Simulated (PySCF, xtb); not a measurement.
C₄H₂BrCl, SMILES Br/C=C(\C#C)Cl.

Harmonic wavenumbers (cm⁻¹) from xtb with GFN2-xTB at its own minimum, in rising order: 93, 170, 187, 225, 257, 442, 497, 640, 659, 692, 728, 761, 1019, 1215, 1600, 2243, 3108, 3394.

**Question.** What does PBE0-D3(BJ)/def2-SVP in PySCF give at its own minimum? (The exact figures need the calculation; the answer reports its results.)

**Answer.** 111, 185, 214, 264, 282, 502, 610, 687, 720, 728, 778, 812, 1055, 1272, 1661, 2238, 3256, 3488. Paired by order, the mean absolute difference is 52 cm⁻¹ and the zero-point energies are 25.6 and 27.0 kcal/mol.
